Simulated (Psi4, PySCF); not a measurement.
The PySCF input:
```python
from pyscf import gto, scf, dft

mol = gto.M(
    atom='''
F     0.97227429   -1.31989934   -0.49748921
Se   -0.00000000    0.00000000    0.00000000
F     1.22973411    1.08914258   -0.48628133
F    -1.22973411   -1.08914258    0.48628133
F    -0.69092966    0.08112488   -1.56556125
F     0.69092966   -0.08112488    1.56556125
F    -0.97227429    1.31989934    0.49748921
''',
    basis='sto-3g',
    verbose=4,
)

mf = dft.RKS(mol)
mf.xc = 'blyp'
mf.grids.atom_grid = (99, 590)
mf.grids.prune = None
mf.kernel()
```

Q: Write the same job for Psi4.

A: Several could match; the one computed here: 
```
memory 2 GB

molecule mol {
0 1
F     0.972274   -1.319899   -0.497489
Se   -0.000000    0.000000    0.000000
F     1.229734    1.089143   -0.486281
F    -1.229734   -1.089143    0.486281
F    -0.690930    0.081125   -1.565561
F     0.690930   -0.081125    1.565561
F    -0.972274    1.319899    0.497489
}

set {
  basis sto-3g
  reference rks
  scf_type pk
  puream true
  d_convergence 1e-8
  dft_radial_points 99
  dft_spherical_points 590
}

energy('blyp')
print_variables()
```

Both were run: PySCF gave -2964.572235 Eh and Psi4 -2964.572237 Eh, 0.001 mEh apart.
